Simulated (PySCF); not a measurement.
hex-3-yne (C6H10), SMILES C(CC)#CCC.

Coordinates come from a B3LYP-D3(BJ)/def2-SVP optimisation.

Two levels are set side by side: TDDFT-PBE/def2-SVPD (PySCF) and TDDFT-PBE0/def2-SVPD (PySCF). Vertical, same geometry. The lowest singlet is HOMO→LUMO 99 % with PBE and HOMO→LUMO+1 74 %, HOMO→LUMO+5 12 % with the other functional; states are paired by order. Differences are taken from unrounded values.

```csv
quantity,TDDFT-PBE0,TDDFT-PBE,TDDFT-PBE minus TDDFT-PBE0
lowest singlet excitation (eV),6.34,5.91,-0.43
lowest triplet excitation (TDA) (eV),5.28,5.26,-0.02
first bright state (f over 0.05) (eV),7.51,6.15,-1.36
its oscillator strength,0.19,0.07,-0.12
```

A lower first singlet is the usual sign of a functional without exact exchange. Differences between two approximate levels are no errors against the true value.

Rough cost on one machine, each run with all the roots and properties that it gave: TDDFT-PBE0 against TDDFT-PBE about 4 times.
